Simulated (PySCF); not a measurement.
NTi, doublet, at a GFN2-xTB geometry (such geometries of metal compounds can be far from the true shape).

Input for PySCF:
```python
from pyscf import gto, scf, dft

mol = gto.M(
    atom='''
Ti   -0.000000   -0.000000   -0.413706
N     0.000000    0.000000    1.300220
''',
    basis='aug-cc-pvdz',
    charge=0,
    spin=1,
    verbose=4,
)

mf = dft.UKS(mol)
mf.xc = 'b3lyp5'
mf.kernel()
```

### Question
What is the computed number of basis functions (B3LYP5/aug-cc-pVDZ (PySCF))?

### Answer
82

### Question
What dipole moment does B3LYP5/aug-cc-pVDZ give?

### Answer
4.38 D

### Question
Predict the nuclear repulsion energy from B3LYP5/aug-cc-pVDZ.

### Answer
47.5477 Eh

### Question
What total energy does B3LYP5/aug-cc-pVDZ give?

### Answer
-904.0247 Eh

### Question
Predict the HOMO energy from B3LYP5/aug-cc-pVDZ.

### Answer
-5.04 eV

### Question
What is the computed <S^2> (B3LYP5/aug-cc-pVDZ)?

### Answer
0.795

These values belong to the state on which the SCF converged, which isn't shown to be the lowest.
